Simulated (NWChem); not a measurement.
Everything below was run with NWChem. System: H3BN (+1), charge 1, spin multiplicity 1, at a geometry optimised with PBE0/def2-SVP. The structure started from a generated list of species. Level: TD-PBE0/def2-SVPD.

The NWChem input:

```
start mol
memory heap 200 mb stack 900 mb global 1100 mb
charge 1
geometry units angstroms nocenter noautoz
  B      0.000000     0.000000     0.785633
  N      0.000000     0.000000    -0.530366
  H      0.000000     0.000000     1.972648
  H      0.858358     0.000000    -1.094124
  H     -0.858358     0.000000    -1.094124
  symmetry group C2v
end
basis spherical
  * library def2-svpd
end
dft
  xc pbe0
  semidirect memsize 60000000 filesize 0
  iterations 100
end
tddft
  rpa
  nroots 8
  notriplet
  thresh 1e-4
end
task tddft energy
```

Output (cleaned and shortened):

```
             Northwest Computational Chemistry Package (NWChem) 7.3.0
             --------------------------------------------------------

                                NWChem Input Module
                                -------------------

 Scaling coordinates for geometry "geometry" by  1.889725989
 (inverse scale =  0.529177249)

 Turning off AUTOSYM since
 SYMMETRY directive was detected!

                             Geometry "geometry" -> ""
                             -------------------------

 Output coordinates in angstroms (scale by  1.889725989 to convert to a.u.)

  No.       Tag          Charge          X              Y              Z
 ---- ---------------- ---------- -------------- -------------- --------------
    1 B                    5.0000     0.00000000     0.00000000     0.78563300
    2 N                    7.0000     0.00000000     0.00000000    -0.53036600
    3 H                    1.0000     0.00000000     0.00000000     1.97264800
    4 H                    1.0000     0.85835800     0.00000000    -1.09412400
    5 H                    1.0000    -0.85835800     0.00000000    -1.09412400

 Effective nuclear repulsion energy (a.u.)      28.1983286477

            Nuclear Dipole moment (a.u.)
            ----------------------------
        X                 Y               Z
 ---------------- ---------------- ----------------
     0.0000000000     0.0000000000     0.0000056692

      Symmetry information
      --------------------

 Group name             C2v
 Group number             16
 Group order               4
 No. of unique centers     4

      Symmetry unique atoms

     1    2    3    4


 Summary of "ao basis" -> "" (spherical)
 ------------------------------------------------------------------------------
       Tag                 Description            Shells   Functions and Types
 ---------------- ------------------------------  ------  ---------------------
 *                         def2-svpd                  on all atoms

                                 NWChem DFT Module
                                 -----------------

 Summary of "ao basis" -> "ao basis" (spherical)
 ------------------------------------------------------------------------------
       Tag                 Description            Shells   Functions and Types
 ---------------- ------------------------------  ------  ---------------------
 B                         def2-svpd                 8       20   4s2p2d
 N                         def2-svpd                 8       20   4s2p2d
 H                         def2-svpd                 4        8   2s2p

 Summary of "ao basis" -> "ao basis" (spherical)
 ------------------------------------------------------------------------------
       Tag                 Description            Shells   Functions and Types
 ---------------- ------------------------------  ------  ---------------------
 B                         def2-svpd                 8       20   4s2p2d
 N                         def2-svpd                 8       20   4s2p2d
 H                         def2-svpd                 4        8   2s2p

      Symmetry analysis of basis
      --------------------------

        a1         30
        a2          6
        b1         16
        b2         12

            General Information
            -------------------
          SCF calculation type: DFT
          Wavefunction type:  closed shell.
          No. of atoms     :     5
          No. of electrons :    14
           Alpha electrons :     7
            Beta electrons :     7
          Charge           :     1
          Spin multiplicity:     1
          Use of symmetry is: off; symmetry adaption is: on
          Maximum number of iterations: 100
          AO basis - number of functions:    64
                     number of shells:    28
          Convergence on energy requested:  1.00D-06
          Convergence on density requested:  1.00D-05
          Convergence on gradient requested:  5.00D-04

              XC Information
              --------------
                         PBE0 Method XC Functional
                     Hartree-Fock (Exact) Exchange  0.250
          PerdewBurkeErnzerhof Exchange Functional  0.750
            Perdew 1991 LDA Correlation Functional  1.000 local
           PerdewBurkeErnz. Correlation Functional  1.000 non-local

             Grid Information
             ----------------
          Grid used for XC integration:  medium
          Radial quadrature: Mura-Knowles
          Angular quadrature: Lebedev.
          Tag              B.-S. Rad. Rad. Pts. Rad. Cut. Ang. Pts.
          ---              ---------- --------- --------- ---------
          B                   0.85       49           8.0       434
          N                   0.65       49           8.0       434
          H                   0.35       45          10.0       434
          Grid pruning is: on
          Number of quadrature shells:   233
          Spatial weights used:  Erf1

          Convergence Information
          -----------------------
          Convergence aids based upon iterative change in
          total energy or number of iterations.
          Levelshifting, if invoked, occurs when the
          HOMO/LUMO gap drops below (HL_TOL):  1.00D-02
          DIIS, if invoked, will attempt to extrapolate
          using up to (NFOCK): 10 stored Fock matrices.

                    Damping( 0%)  Levelshifting(0.5)       DIIS
                  --------------- ------------------- ---------------
          dE  on:    start            ASAP                start
          dE off:    2 iters        100 iters           100 iters
[...]
    5     70       1     0.39E-02   0.36E-04        4.2
    6     84       4     0.14E-02   0.52E-05        4.2
    7     92       6     0.52E-03   0.57E-06        2.9
    8     96       6     0.16E-03   0.62E-07        2.1
    9    100       7     0.95E-01   0.64E-04        2.1
   10    102       7     0.95E-02   0.74E-02        1.6
   11    104       7     0.21E-02   0.88E-04        1.6
   12    106       7     0.74E-03   0.18E-05        1.6
   13    108       7     0.21E-03   0.19E-06        1.7
   14    110       8     0.77E-04   0.14E-07        1.7
  ----  ------  ------  ---------  ---------  ---------
  Convergence criterion met

  Ground state a1        -80.946193818234 a.u.

  ----------------------------------------------------------------------------
  Root   1 singlet a2             0.214557006 a.u.                5.8384 eV
  ----------------------------------------------------------------------------
     Transition Moments    X -0.00000   Y -0.00000   Z  0.00000
     Transition Moments   XX  0.00000  XY -0.48467  XZ  0.00000
     Transition Moments   YY  0.00000  YZ  0.00000  ZZ -0.00000
     Dipole Oscillator Strength                    0.0000000000
     Electric Quadrupole                           0.0000000124
     Magnetic Dipole                               0.0000003822
     Total Oscillator Strength                     0.0000003946

          sigma_e =   1.3493 Angstrom
          sigma_h =   1.0296 Angstrom
         |d_h->e| =   0.8794 Angstrom
            d_exc =   1.9106 Angstrom
            d_CD1 =   1.1992 Angstrom
            d_CD2 =  -0.3100 Angstrom
            d_CD3 =   2.7900 Angstrom
     Pearson C.C. =   0.0012

     Occ.    7  b2  ---  Virt.    8  b1   0.99898 X
  ----------------------------------------------------------------------------
  Root   2 singlet a1             0.332347065 a.u.                9.0436 eV
  ----------------------------------------------------------------------------
     Transition Moments    X  0.00000   Y  0.00000   Z  0.87120
     Transition Moments   XX -0.16138  XY  0.00000  XZ  0.00000
     Transition Moments   YY  0.51117  YZ -0.00000  ZZ  0.51336
     Dipole Oscillator Strength                    0.1681655537
     Electric Quadrupole                           0.0000000296
     Magnetic Dipole                               0.0000000000
     Total Oscillator Strength                     0.1681655832

          sigma_e =   1.4970 Angstrom
          sigma_h =   1.0409 Angstrom
         |d_h->e| =   0.9545 Angstrom
            d_exc =   2.0518 Angstrom
            d_CD1 =   1.4106 Angstrom
            d_CD2 =  -0.3145 Angstrom
            d_CD3 =   3.0063 Angstrom
     Pearson C.C. =   0.0082

     Occ.    4  a1  ---  Virt.   11  a1   0.05066 X
     Occ.    5  b1  ---  Virt.    8  b1   0.29833 X
     Occ.    7  b2  ---  Virt.    9  b2  -0.94765 X
     Occ.    7  b2  ---  Virt.    9  b2   0.07144 Y
  ----------------------------------------------------------------------------
  Root   3 singlet b1             0.335114356 a.u.                9.1189 eV
  ----------------------------------------------------------------------------
     Transition Moments    X -0.45793   Y  0.00000   Z  0.00000
     Transition Moments   XX -0.00000  XY  0.00000  XZ -1.91627
     Transition Moments   YY -0.00000  YZ  0.00000  ZZ  0.00000
     Dipole Oscillator Strength                    0.0468490297
     Electric Quadrupole                           0.0000007359
     Magnetic Dipole                               0.0000074038
     Total Oscillator Strength                     0.0468571695

          sigma_e =   1.3490 Angstrom
          sigma_h =   1.1257 Angstrom
         |d_h->e| =   0.6784 Angstrom
            d_exc =   1.8890 Angstrom
            d_CD1 =   0.9016 Angstrom
            d_CD2 =  -0.5590 Angstrom
            d_CD3 =   2.5674 Angstrom
     Pearson C.C. =  -0.0070

     Occ.    4  a1  ---  Virt.    8  b1   0.13016 X
     Occ.    6  a1  ---  Virt.    8  b1  -0.98992 X
  ----------------------------------------------------------------------------
  Root   4 singlet b2             0.368656721 a.u.               10.0317 eV
  ----------------------------------------------------------------------------
     Transition Moments    X -0.00000   Y -0.41599   Z -0.00000
     Transition Moments   XX  0.00000  XY -0.00000  XZ  0.00000
     Transition Moments   YY  0.00000  YZ  0.52687  ZZ  0.00000
     Dipole Oscillator Strength                    0.0425307446
     Electric Quadrupole                           0.0000000741
     Magnetic Dipole                               0.0000006100
     Total Oscillator Strength                     0.0425314287

          sigma_e =   2.1804 Angstrom
          sigma_h =   1.0858 Angstrom
         |d_h->e| =   0.0359 Angstrom
            d_exc =   2.4158 Angstrom
            d_CD1 =   1.1306 Angstrom
            d_CD2 =  -1.5972 Angstrom
            d_CD3 =   2.4518 Angstrom
     Pearson C.C. =   0.0208

     Occ.    6  a1  ---  Virt.    9  b2   0.20355 X
     Occ.    7  b2  ---  Virt.   10  a1  -0.97735 X
  ----------------------------------------------------------------------------
  Root   5 singlet b2             0.401812918 a.u.               10.9339 eV
  ----------------------------------------------------------------------------
     Transition Moments    X  0.00000   Y  0.58182   Z  0.00000
     Transition Moments   XX -0.00000  XY  0.00000  XZ -0.00000
     Transition Moments   YY -0.00000  YZ  1.79930  ZZ  0.00000
     Dipole Oscillator Strength                    0.0906793816
     Electric Quadrupole                           0.0000011184
     Magnetic Dipole                               0.0000107456
     Total Oscillator Strength                     0.0906912457

          sigma_e =   1.5336 Angstrom
          sigma_h =   1.2245 Angstrom
         |d_h->e| =   0.5873 Angstrom
            d_exc =   1.9808 Angstrom
            d_CD1 =   0.8964 Angstrom
            d_CD2 =  -0.7917 Angstrom
            d_CD3 =   2.5682 Angstrom
     Pearson C.C. =   0.0726

     Occ.    4  a1  ---  Virt.    9  b2  -0.17622 X
     Occ.    6  a1  ---  Virt.    9  b2   0.94623 X
     Occ.    7  b2  ---  Virt.   10  a1   0.20191 X
     Occ.    7  b2  ---  Virt.   11  a1  -0.14432 X
     Occ.    7  b2  ---  Virt.   13  a1   0.07536 X
  ----------------------------------------------------------------------------
  Root   6 singlet a2             0.442070616 a.u.               12.0294 eV
  ----------------------------------------------------------------------------
     Transition Moments    X  0.00000   Y  0.00000   Z -0.00000
     Transition Moments   XX -0.00000  XY -0.60043  XZ  0.00000
     Transition Moments   YY  0.00000  YZ  0.00000  ZZ -0.00000
     Dipole Oscillator Strength                    0.0000000000
     Electric Quadrupole                           0.0000001659
     Magnetic Dipole                               0.0000000966
     Total Oscillator Strength                     0.0000002625

          sigma_e =   2.0609 Angstrom
          sigma_h =   1.0299 Angstrom
         |d_h->e| =   0.5713 Angstrom
            d_exc =   2.3751 Angstrom
            d_CD1 =   1.6023 Angstrom
            d_CD2 =  -0.9741 Angstrom
            d_CD3 =   2.9464 Angstrom
     Pearson C.C. =  -0.0016

     Occ.    5  b1  ---  Virt.    9  b2  -0.11936 X
     Occ.    7  b2  ---  Virt.   12  b1  -0.98958 X
     Occ.    7  b2  ---  Virt.   27  b1  -0.06958 X
  ----------------------------------------------------------------------------
  Root   7 singlet b2             0.445816609 a.u.               12.1313 eV
  ----------------------------------------------------------------------------
     Transition Moments    X  0.00000   Y  0.16401   Z -0.00000
     Transition Moments   XX  0.00000  XY  0.00000  XZ  0.00000
     Transition Moments   YY  0.00000  YZ  0.69876  ZZ  0.00000
     Dipole Oscillator Strength                    0.0079948792
     Electric Quadrupole                           0.0000002304
     Magnetic Dipole                               0.0000007270
     Total Oscillator Strength                     0.0079958365

          sigma_e =   2.3558 Angstrom
          sigma_h =   1.0328 Angstrom
         |d_h->e| =   1.1294 Angstrom
            d_exc =   2.8097 Angstrom
            d_CD1 =   2.4525 Angstrom
            d_CD2 =  -0.5649 Angstrom
            d_CD3 =   3.9391 Angstrom
     Pearson C.C. =  -0.0005

     Occ.    4  a1  ---  Virt.    9  b2  -0.19723 X
     Occ.    6  a1  ---  Virt.    9  b2   0.12741 X
     Occ.    7  b2  ---  Virt.   11  a1   0.87699 X
     Occ.    7  b2  ---  Virt.   13  a1  -0.40855 X
     Occ.    7  b2  ---  Virt.   18  a1  -0.06362 X
  ----------------------------------------------------------------------------
  Root   8 singlet a1             0.449312669 a.u.               12.2264 eV
  ----------------------------------------------------------------------------
     Transition Moments    X  0.00000   Y  0.00000   Z  0.99593
     Transition Moments   XX  0.05310  XY -0.00000  XZ -0.00000
     Transition Moments   YY  0.40807  YZ  0.00000  ZZ -0.34610
     Dipole Oscillator Strength                    0.2971096994
     Electric Quadrupole                           0.0000000688
     Magnetic Dipole                               0.0000000000
     Total Oscillator Strength                     0.2971097681

          sigma_e =   1.4865 Angstrom
          sigma_h =   1.0373 Angstrom
         |d_h->e| =   1.2769 Angstrom
            d_exc =   2.2021 Angstrom
            d_CD1 =   1.7262 Angstrom
            d_CD2 =   0.0150 Angstrom
            d_CD3 =   3.4790 Angstrom
     Pearson C.C. =   0.0218

     Occ.    4  a1  ---  Virt.   11  a1   0.06098 X
     Occ.    4  a1  ---  Virt.   18  a1  -0.05637 X
     Occ.    5  b1  ---  Virt.    8  b1  -0.93738 X
     Occ.    6  a1  ---  Virt.   10  a1  -0.12254 X
     Occ.    7  b2  ---  Virt.    9  b2  -0.27923 X
     Occ.    7  b2  ---  Virt.    9  b2   0.06068 Y
     Occ.    7  b2  ---  Virt.   19  b2   0.10927 X

              Target root =      1
          Target symmetry = none
      Ground state energy =    -80.946193818234
        Excitation energy =      0.214557005566
     Excited state energy =    -80.731636812668

  stored tddft:energy   -80.731636812667901

 Task  times  cpu:       41.7s     wall:       41.7s

 Total times  cpu:       41.7s     wall:       41.7s
```
